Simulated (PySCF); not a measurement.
[Hf(F)4], neutral singlet in the gas phase. 

Cartesian coordinates (Å):
```xyz
5

Hf    -0.0147     0.0133     0.0060
F     -1.3254    -1.0274     0.9368
F      1.7317    -0.7006     0.3394
F     -0.3780    -0.0375    -1.8734
F     -0.0984     1.8258     0.6179
```
Charge 0, spin multiplicity 1.

All levels are single points at this geometry (BP86-D3(BJ)/def2-SVP); Pople sets use spherical d functions. Orbital energies aren't observables, and empty levels follow the basis.

PBE/6-31G* (LANL2DZ on Hf) in PySCF gives dipole (D) = 0.02.

Question: Estimate the dipole (D) from each of these levels: B3LYP-D3(BJ)/def2-TZVP in PySCF; PBE-D3(BJ)/def2-TZVP in PySCF; TPSSh-D3(BJ)/def2-TZVP in PySCF; B3LYP/6-311+G** (LANL2DZ on Hf) in PySCF; BP86/6-31G* (LANL2DZ on Hf) in PySCF.

Answer: 
```json
[
 {"level": "B3LYP-D3(BJ)/def2-TZVP in PySCF", "dipole (D)": "0.03"},
 {"level": "PBE-D3(BJ)/def2-TZVP in PySCF", "dipole (D)": "0.02"},
 {"level": "TPSSh-D3(BJ)/def2-TZVP in PySCF", "dipole (D)": "0.03"},
 {"level": "B3LYP/6-311+G** (LANL2DZ on Hf) in PySCF", "dipole (D)": "0.03"},
 {"level": "BP86/6-31G* (LANL2DZ on Hf) in PySCF", "dipole (D)": "0.02"}
]
```
